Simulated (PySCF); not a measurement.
C7H17AlO.
Cartesian coordinates in Å at the PBE0-D3(BJ)/def2-SVP level; atoms count from 1:
```
atom  x, y, z in Å
C1     2.7176    1.2055   -1.0502
C2     1.3660    0.5230   -0.9155
C3     1.2787   -0.3471    0.3301
C4    -0.0693   -0.9887    0.6005
C5    -0.6617   -1.8523   -0.5179
C6    -1.6883   -0.9489   -1.1975
C7    -2.2126   -0.1259   -0.0404
O8    -1.0656    0.0534    0.8012
Al9   -0.9887    1.3950    2.2506
H10    3.5362    0.4705   -1.1120
H11    2.7637    1.8331   -1.9526
H12    2.9174    1.8540   -0.1829
H13    1.1684   -0.0842   -1.8164
H14    0.5745    1.2893   -0.8705
H15    2.0240   -1.1604    0.2846
H16    1.5471    0.2539    1.2163
H17   -0.0108   -1.5495    1.5463
H18    0.1142   -2.2143   -1.2070
H19   -1.1586   -2.7347   -0.0874
H20   -2.4867   -1.5094   -1.7034
H21   -1.2077   -0.2959   -1.9406
H22   -2.9964   -0.6503    0.5313
H23   -2.5854    0.8693   -0.3179
H24   -0.1477    0.5527    3.3311
H25   -2.5684    1.5685    2.4847
H26   -0.2225    2.6154    1.5372
```

Computed with TDDFT PBE0/def2-SVPD, vertical, gas phase, core orbitals frozen in the response in PySCF.

Kohn–Sham orbitals with the atoms that hold most of them (Löwdin shares over 4%, at most four atoms; ? is withheld):

```
orbital  ε (eV)                              atoms
 LUMO+2    0.74    Al9 16%, H21 12%, C6 8%, H13 5%
 LUMO+1    0.71    Al9 26%, H22 7%, H13 6%, H18 5%
   LUMO    0.18                                  ?
   HOMO   -7.13  H26 35%, Al9 35%, H25 12%, H24 9%
 HOMO-1   -7.30                                  ?
 HOMO-2   -8.80       O8 36%, C4 12%, C3 9%, C7 8%
 HOMO-3   -9.35     C2 15%, C3 13%, H13 9%, Al9 8%
```

(1) Give the leading atoms of the LUMO.

(2) Which atoms hold the HOMO-1, and with what shares?

(3) The HOMO–LUMO gap is 7.32 eV. Where does the response calculation put the lowest singlet, and from which orbitals?

(4) One configuration dominates each of S1 and S2. Which, and how do the shares of the two leading atoms of either orbital change from the occupied to the empty one?

## Answers

(1) Al9 (bonded to O and 3 H) 12%; C5 (bonded to 2 C and 2 H) 10%; C6 (bonded to 2 C and 2 H) 8%; C7 (bonded to C, O and 2 H) 8%. By element: carbon 26% or more, aluminium 12%.

(2) Al9 (bonded to O and 3 H) 36%; H24 (bonded to Al) 29%; H25 (bonded to Al) 26%. By element: hydrogen 55% or more, aluminium 36%.

(3) S1 is at 6.31 eV (f = 0.017), 1.00 eV below the gap, made of HOMO→LUMO (73%), HOMO→LUMO+3 (8%). 

(4) 
- S1 (6.31 eV, f 0.017), HOMO→LUMO (73%): H26 35% → at most 8%, Al9 35% → 12%, C5 at most 9% → 10%
- S2 (6.47 eV, f 0.0090), HOMO-1→LUMO (75%): Al9 36% → 12%, H24 29% → at most 8%, C5 at most 4% → 10%

On an Arm Neoverse V2 with one thread (shared host), this took 5.5 min and 1.4 GiB of memory at its peak.

One conformer stands for the species.

Without π bonds the low states are Rydberg-like; a valence basis with one diffuse set may place them up to an eV too high.
